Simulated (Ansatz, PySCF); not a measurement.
Si(H)(Cl)3 cation (Cl3HSi), SMILES Cl[SiH](Cl)Cl (connectivity only; charge and spin as stated), charge +1, multiplicity 2. Atoms are numbered in the order given.

```xyz
5

Si     0.0000     0.0001     0.1962
Cl    -1.7121    -0.9885    -0.0938
Cl     0.0000     1.9772    -0.0933
Cl     1.7121    -0.9885    -0.0938
H      0.0000    -0.0003     1.8286
```
Charge +1, spin multiplicity 2.

Geometry optimised at PBE0-D3(BJ)/def2-SVP. The multiplicity is an assumed one; other spin states were not compared. The isomer is the one that the SMILES or the coordinates give; other isomers of the formula were not compared.

Two levels are set side by side: PBE-D3(BJ)/def2-SVP (Ansatz, a program for electronic structure) and PBE0-D3(BJ)/def2-SVP (PySCF). Each level has its own optimised geometry; the coordinates shown are those of the second. Frequencies come from the Hessian of PySCF at each geometry. Differences are taken from unrounded values.

```tsv
quantity	PBE0-D3(BJ)
mean bond length (Å)	1.907
bond Si1–Cl2 (Å)	1.998
bond Si1–Cl3 (Å)	1.998
bond Si1–Cl4 (Å)	1.998
bond Si1–H5 (Å)	1.632
highest harmonic wavenumber (cm⁻¹)	1363
mean harmonic wavenumber (cm⁻¹)	442
zero-point energy (kcal/mol)	5.69
```

Question: What does PBE-D3(BJ) give, and how far is it from PBE0-D3(BJ)? (An estimate is asked for; the answer gives what the named calculation found.)

Answer: 
```tsv
quantity	PBE-D3(BJ)	PBE-D3(BJ) minus PBE0-D3(BJ)
mean bond length (Å)	1.918	0.012
bond Si1–Cl2 (Å)	2.031	0.033
bond Si1–Cl3 (Å)	2.031	0.033
bond Si1–Cl4 (Å)	2.031	0.033
bond Si1–H5 (Å)	1.580	-0.052
highest harmonic wavenumber (cm⁻¹)	1659	296
mean harmonic wavenumber (cm⁻¹)	494	52
zero-point energy (kcal/mol)	6.36	0.67
```

GGA bonds tend to be longer and softer than those of functionals with exact exchange. Differences between two approximate levels are no errors against the true value.
